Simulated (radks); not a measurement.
Q: Nb, configuration [Ar] 3d10 4s2 4p5.75 4d4.25 5s1 (fractional occupations, a model configuration). All-electron calculation, scalar-relativistic Kohn-Sham, PBE, spin-polarised, spherical densities, point nucleus; open shells are filled with parallel spins first (spin-orbit coupling, left out, can overturn this in heavy ions). Program: a radial shooting solver on a logarithmic mesh with Libxc functionals. Some entries of the table are withheld. Estimate them.

orbital,occ.,eigenvalue (eV),r(max) (bohr),<r> (bohr)
1s up,1,-18808.77,0.02349,0.03609
1s down,1,-18808.73,0.02349,0.03609
2s up,1,-2631.016,0.1332,0.1580
2s down,1,-2630.646,0.1332,0.1580
2p up,3,-2349.226,0.1064,0.1377
2p down,3,-2348.932,0.1064,0.1377
3s up,1,-439.0353,0.3955,0.4432
3s down,1,-438.7982,0.3956,0.4432
3p up,3,-346.9372,0.3893,0.4458
3p down,3,-346.6726,0.3894,0.4458
3d up,5,-196.4350,0.3345,(1)
3d down,5,-196.0516,0.3347,(2)
4s up,1,-59.2084,1.034,1.162
4s down,1,-56.8203,1.028,1.153
4p up,3,-35.4180,1.126,1.306
4p down,2.75,-32.7339,1.118,1.294
5s up,1,-4.4907,2.999,3.593
4d up,4.25,-3.9423,(3),2.136
5p up,0,-1.3467,4.016,(4)

A: 
(1) 3d up <r> (bohr): 0.4331
(2) 3d down <r> (bohr): 0.4329
(3) 4d up r(max) (bohr): 1.498
(4) 5p up <r> (bohr): 5.189
